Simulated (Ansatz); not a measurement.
Abridged output of a molecular run in Ansatz:

```
Functional definition: HF
1835 factors; integrals over basis functions are off by at most 7.5e-4 eV
mean field evaluation 1: about -18049.4347 eV, gradient 4.5e1 eV
mean field evaluation 2: about -18049.5333 eV, gradient 4.5e1 eV
mean field evaluation 4: about -18053.5366 eV, gradient 3.2e0 eV
mean field evaluation 8: about -18053.5943 eV, gradient 3.1e-1 eV
mean field evaluation 16: about -18053.5950 eV, gradient 2.3e-6 eV
mean field -18053.59497159 eV, -663.4573780398 hartree, gradient 2.3e-6 eV, S^2 0.000000; 0 other end points of the search recorded, 0 dependent functions left out
10 core orbitals not correlated: weight in the atoms' cores, before any rotation towards them, 1.000 or more for the frozen orbitals, at most 0.000 for the correlated occupied ones
reference -18053.59497159 eV, -663.4573780398 hartree; 14, 14 occupied and 275, 275 virtual orbitals, 1835 factors
second order -25.53894132 eV of doubles, -0.00000000 eV of singles
cycle   1  -24.55866875 eV  change    9.8e-1 eV  update   1.1e-1
cycle   2  -25.10398396 eV  change   -5.5e-1 eV  update   3.7e-2
cycle   3  -25.24535000 eV  change   -1.4e-1 eV  update   2.1e-2
cycle   4  -25.22492057 eV  change    2.0e-2 eV  update   6.4e-3
cycle   5  -25.21502980 eV  change    9.9e-3 eV  update   2.9e-3
cycle   6  -25.21704379 eV  change   -2.0e-3 eV  update   1.0e-3
cycle   7  -25.21732552 eV  change   -2.8e-4 eV  update   4.1e-4
cycle   8  -25.21702366 eV  change    3.0e-4 eV  update   1.4e-4
cycle   9  -25.21705057 eV  change   -2.7e-5 eV  update   5.3e-5
cycle  10  -25.21711866 eV  change   -6.8e-5 eV  update   2.1e-5
cycle  11  -25.21708319 eV  change    3.5e-5 eV  update   7.8e-6
cycle  12  -25.21708882 eV  change   -5.6e-6 eV  update   3.3e-6
perturbative correction -0.93475493 eV, -0.0343516100 hartree
Total energy: -18079.74681533 eV, -664.4184405710 hartree
```

Its atoms:

Z-matrix (Å, degrees):
```
In
S 1 2.367
O 1 1.985 2 108.2
H 1 1.703 2 128.4 3 -180.0
H 2 1.345 1 91.6 3 0.0
H 3 0.960 1 113.9 2 -179.9
```

Problem. Which basis set was used?
A. def2-QZVPP
B. def2-TZVPPD
C. def2-SVP
D. cc-pV(T+d)Z

Solution. A. It gives 299 functions.

Problem. Write the keys of the input that set method, charge and spin (a neutral closed shell needs none for the last two).

Solution. 
```yaml
correlation: {method: ccsd_t}
```
